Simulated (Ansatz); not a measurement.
One geometry of Si₃₃BNH₄₆, a doped nanocrystal cut from the lattice of silicon (B and N 2.4 A apart), several levels of theory.

```yaml
crystal:
  periodic: [false, false, false]
  atoms:
    - {symbol: Si, position_ang: [-3.869086, -3.747523, -0.325689]}
    - {symbol: Si, position_ang: [-6.651651, -0.974979, -0.589034]}
    - {symbol: Si, position_ang: [-4.159812, -1.231299, 2.238132]}
    - {symbol: Si, position_ang: [-3.912844, 1.754525, -0.172317]}
    - {symbol: Si, position_ang: [-1.207589, -6.554730, -0.150399]}
    - {symbol: Si, position_ang: [-1.215074, -3.579750, 2.294036]}
    - {symbol: Si, position_ang: [1.283149, -3.586160, -0.500417]}
    - {symbol: Si, position_ang: [-1.465425, 2.002691, -3.071043]}
    - {symbol: Si, position_ang: [1.541832, -1.084658, -3.245827]}
    - {symbol: Si, position_ang: [-1.112711, -0.805618, -0.407437]}
    - {symbol: Si, position_ang: [-0.824678, 1.277956, 2.122449]}
    - {symbol: N, position_ang: [1.228658, -0.771654, 1.568083]}
    - {symbol: Si, position_ang: [1.269828, 1.572897, -0.392414]}
    - {symbol: Si, position_ang: [-1.297000, 4.388663, -0.130093]}
    - {symbol: Si, position_ang: [1.734745, 4.622248, 2.227035]}
    - {symbol: Si, position_ang: [4.046528, -0.820216, -0.502489]}
    - {symbol: Si, position_ang: [4.049533, 1.665998, 2.308149]}
    - {symbol: Si, position_ang: [7.043405, 1.660444, -0.043893]}
    - {symbol: Si, position_ang: [4.173265, 4.248981, -0.481956]}
    - {symbol: Si, position_ang: [-5.463134, -2.689267, -1.702109]}
    - {symbol: Si, position_ang: [-2.791034, -5.469106, -1.517187]}
    - {symbol: Si, position_ang: [-2.512345, -2.230027, 0.870683]}
    - {symbol: Si, position_ang: [-2.606538, 0.499232, -1.671456]}
    - {symbol: Si, position_ang: [-5.382582, 0.298957, 0.939200]}
    - {symbol: Si, position_ang: [-2.380348, 2.826910, 1.260454]}
    - {symbol: Si, position_ang: [-0.024077, -2.243272, -1.916655]}
    - {symbol: Si, position_ang: [0.137253, -4.996323, 0.991548]}
    - {symbol: Si, position_ang: [2.452515, -1.991181, 0.777429]}
    - {symbol: Si, position_ang: [0.007685, 3.125604, -1.629892]}
    - {symbol: Si, position_ang: [2.695328, 0.485295, -1.915223]}
    - {symbol: B, position_ang: [0.235845, 0.219754, 0.739524]}
    - {symbol: Si, position_ang: [2.722659, 2.962755, 0.865268]}
    - {symbol: Si, position_ang: [0.138433, 5.855163, 1.015635]}
    - {symbol: Si, position_ang: [5.976453, 3.145231, -1.528192]}
    - {symbol: Si, position_ang: [5.454430, 0.289723, 1.020725]}
    - {symbol: H, position_ang: [-4.656241, -4.466475, 0.750105]}
    - {symbol: H, position_ang: [-7.742044, -1.661975, 0.198500]}
    - {symbol: H, position_ang: [-7.316991, -0.080225, -1.606896]}
    - {symbol: H, position_ang: [-5.080682, -2.347845, 2.674578]}
    - {symbol: H, position_ang: [-3.594049, -0.592097, 3.477801]}
    - {symbol: H, position_ang: [-4.713972, 2.791157, -0.927244]}
    - {symbol: H, position_ang: [-1.947551, -7.380742, 0.873691]}
    - {symbol: H, position_ang: [-0.330324, -7.482455, -0.955901]}
    - {symbol: H, position_ang: [-2.064273, -4.362854, 3.263850]}
    - {symbol: H, position_ang: [-0.305537, -2.702832, 3.141736]}
    - {symbol: H, position_ang: [2.381182, -4.341473, -1.214709]}
    - {symbol: H, position_ang: [-2.444111, 2.972147, -3.687975]}
    - {symbol: H, position_ang: [-0.739048, 1.289479, -4.182786]}
    - {symbol: H, position_ang: [2.530887, -2.070086, -3.823857]}
    - {symbol: H, position_ang: [0.853047, -0.394925, -4.394997]}
    - {symbol: H, position_ang: [-1.581285, 0.352823, 3.054324]}
    - {symbol: H, position_ang: [0.099362, 2.047076, 3.045894]}
    - {symbol: H, position_ang: [0.638667, -1.341222, 2.206987]}
    - {symbol: H, position_ang: [1.794700, -0.180289, 2.208558]}
    - {symbol: H, position_ang: [-2.335060, 5.178828, -0.895024]}
    - {symbol: H, position_ang: [1.108933, 4.032319, 3.462766]}
    - {symbol: H, position_ang: [2.852050, 5.537245, 2.671535]}
    - {symbol: H, position_ang: [4.798542, -1.920230, -1.217334]}
    - {symbol: H, position_ang: [3.139429, 0.787026, 3.151626]}
    - {symbol: H, position_ang: [4.842052, 2.502274, 3.281882]}
    - {symbol: H, position_ang: [8.055455, 0.811231, -0.773034]}
    - {symbol: H, position_ang: [7.769672, 2.450851, 1.017334]}
    - {symbol: H, position_ang: [3.366032, 4.991345, -1.518779]}
    - {symbol: H, position_ang: [4.800137, 5.283124, 0.424891]}
    - {symbol: H, position_ang: [-6.460209, -3.742665, -2.125641]}
    - {symbol: H, position_ang: [-4.797293, -2.173635, -2.949589]}
    - {symbol: H, position_ang: [-3.838226, -6.477146, -1.926484]}
    - {symbol: H, position_ang: [-2.131938, -4.955620, -2.768210]}
    - {symbol: H, position_ang: [-3.480081, -0.428743, -2.480113]}
    - {symbol: H, position_ang: [-6.339028, 1.085682, 1.806652]}
    - {symbol: H, position_ang: [-3.108245, 3.530774, 2.382213]}
    - {symbol: H, position_ang: [-0.938322, -3.075742, -2.779224]}
    - {symbol: H, position_ang: [1.164586, -5.707722, 1.843391]}
    - {symbol: H, position_ang: [3.061944, -2.596945, 2.020148]}
    - {symbol: H, position_ang: [0.963354, 4.020381, -2.384667]}
    - {symbol: H, position_ang: [3.521060, 1.401803, -2.781668]}
    - {symbol: H, position_ang: [-0.628356, 6.776509, 1.932876]}
    - {symbol: H, position_ang: [0.869589, 6.703022, 0.002674]}
    - {symbol: H, position_ang: [5.535548, 2.384420, -2.749065]}
    - {symbol: H, position_ang: [6.977811, 4.185713, -1.969031]}
    - {symbol: H, position_ang: [6.133184, -0.758541, 1.873633]}
basis:
  gaussian: {orbitals: def2-TZVP, fitting: {mean_field: def2-universal-jkfit}, initial_orbitals: start.molden}
hamiltonian: {xc: r2scan, dispersion: d4}
scf: {omitted_lower_state_checks: [starts]}
output: {orbitals: {seedname: orbitals}}
```

The file start.molden holds the orbitals of an earlier run on this structure, at another level or in another basis.

```sh
$ ansatz run in.yaml --threads 11 --pin off --events-out ev --progress --plain --max-ram 174080MiB --backend cuda --devices 0, --max-vram 75GiB
```

Output, abridged:

```
Functional definition: r2SCAN
5204 factors; integrals over basis functions are off by at most 5.9e-1 eV
mean field evaluation 1: about -262872.1784 eV, gradient 2.4e1 eV
mean field evaluation 2: about -262872.5461 eV, gradient 6.0e-1 eV
mean field evaluation 4: about -262872.5141 eV, gradient 4.2e-3 eV
mean field -262872.51408382 eV, -9660.3867111907 hartree, gradient 1.9e-5 eV, S^2 0.000000; 0 other end points of the search recorded, 0 dependent functions left out
reference -262872.51413007 eV, -9660.3867128904 hartree; 260, 260 occupied and 1299, 1299 virtual orbitals, 5204 factors
Total energy: -262874.48902603 eV, -9660.4592889782 hartree
Checks for a lower state left out: starts
```

Hardware: 11 threads of AMD EPYC 7R13 on a shared host and a whole NVIDIA H100 80GB HBM3. Wall time 12 s, peak host memory 1.8 GiB.

The first input with `gaussian: {orbitals: def2-SVP, fitting: {mean_field: def2-universal-jkfit}, initial_orbitals: start.molden}`, `hamiltonian: {xc: pbe, dispersion: d4}` (abridged; 7 s):

```
Functional definition: PBE
mean field -262667.22866833 eV, -9652.8426113187 hartree, gradient 2.4e-5 eV, S^2 0.000000
Total energy: -262673.70231359 eV, -9653.0805133941 hartree
Checks for a lower state left out: starts
```

Geometry: PBE-D4/def2-SVP.

Single mean-field runs in def2-SVP, def2-TZVP are fitted with def2-universal-jkfit.
